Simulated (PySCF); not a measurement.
An unknown is described by computed data only.

Formula: C5H4BrN.

* 13C NMR: chemical shifts (computed TMS as zero) by class: 156.2 (2 C), 153.3 (1 C), 132.8 (2 C) ppm [GIAO PBE0/pcSseg-1]
* Polarisability: 84.5 au [PBE0/def2-SVPD]
* Triplet: lowest triplet excitation (Tamm–Dancoff): 4.12 eV [TDA PBE0/def2-SVPD]
* UV, strongest line: among the 10 lowest singlet transitions: S7 at 6.45 eV (192 nm, f = 0.164) [TDDFT PBE0/def2-SVPD]
* Rotational structure: rotational constants A, B, C: 6.034, 0.989, 0.850 GHz [PBE0-D3(BJ)/def2-SVP]
* UV, first state: lowest singlet excitation: 4.84 eV (256 nm, f = 0.004) [TDDFT PBE0/def2-SVPD]
* 1H NMR: chemical shifts (computed TMS as zero) by class: 8.64 (2 H), 7.35 (2 H) ppm [GIAO PBE0/pcSseg-1]

Gas-phase values; electronic properties from PySCF, density fitting. Levels stand in brackets. Geometry: PBE0-D3(BJ)/def2-SVP; no solvent, vibrations or thermal averaging. Relativistic effects, spin–orbit coupling among them, are left out although an element past zinc is present. NMR classes are plain means over equivalent atoms (diastereotopic ones count apart unless rotation or inversion swaps them), as if these changed places fast.

Question: Give a SMILES that accounts for the data.

Answer: Numbering: `[Br:1][c:2]1[cH:3][cH:4][n:5][cH:6][cH:7]1`. Its formula, C5H4BrN, gives 4 degrees of unsaturation: 1 ring and 3 π bonds in the structure found (Kekulé form). 5 carbons fall into 3 classes; from least to most shielded: aromatic CH next to a ring nitrogen [C4/C6] (156.2 ppm, 2 C), aromatic C–Br carbon [C2] (153.3 ppm), aromatic CH carbon [C3/C7] (132.8 ppm, 2 C). Hydrogen classes from least to most shielded: 2 H on 2 like atoms (aromatic CH next to a ring nitrogen), C4/C6 (8.64 ppm), 2 H on 2 aromatic CH carbons, C3/C7 (7.35 ppm). S1 is mainly HOMO→LUMO (weight 0.99); the largest Löwdin shares of the orbital it empties are 0.60 on the pyridine-type nitrogen and 0.10 on each of 2 atoms of one kind (aromatic CH next to a ring nitrogen), of the orbital it fills 0.25 on the aromatic C–Br carbon, 0.21 on the pyridine-type nitrogen and 0.10 on each of 2 atoms of one kind (aromatic CH next to a ring nitrogen). The optimised geometry has point group C2v and is an asymmetric top. Structure: 4-bromopyridine (`BrC1=CC=NC=C1`). The assignments are read from this structure; whether some other isomer fits the data as well wasn't checked. NMR values of atoms bound to Br lack the spin–orbit term that these neighbours bring.
